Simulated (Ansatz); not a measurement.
`F[SiH2]O[SiH3]` + `CO[SiH](O)F` → `CO[SiH](F)O[SiH2]F` + `O[SiH3]`  (ligand exchange at the Si–O bond)

Gas-phase electronic energies from Ansatz, PBE0-D4/def2-TZVP geometries. CBS: MP2 limit from def2 TZ/QZ plus the TZ coupled-cluster correction, frozen cores. DFT in def2-TZVPP. B3LYP here is the variant with VWN-RPA as its local correlation; programs differ in this. One conformer a species, not always the lowest.

(1) Is it downhill or uphill in electronic energy at CCSD(T)/CBS, and by how much? (An estimate is asked.)

(2) What do these levels give: r2SCAN-D4, r2SCAN, B3LYP, MP2/def2-TZVPP, CCSD(T)/def2-TZVPP, MP2/CBS(def2)? (Best estimate.)

Largest T1 diagnostic among the species: 0.012.

Answers

(1) The calculation gave: Nearly level: ΔE = +2.2 kJ/mol.

(2) Ansatz gave: r2SCAN-D4 2.1, r2SCAN 3.1, B3LYP 4.8, MP2/def2-TZVPP 3.0, CCSD(T)/def2-TZVPP 2.4, MP2/CBS(def2) 2.7 kJ/mol.

The D4 term adds −3.7 kJ/mol with B3LYP and −2.4 kJ/mol with PBE0; it sums over pairs of atoms, weighted by their polarisabilities, and B3LYP, whose exchange is more repulsive, gets the larger term.
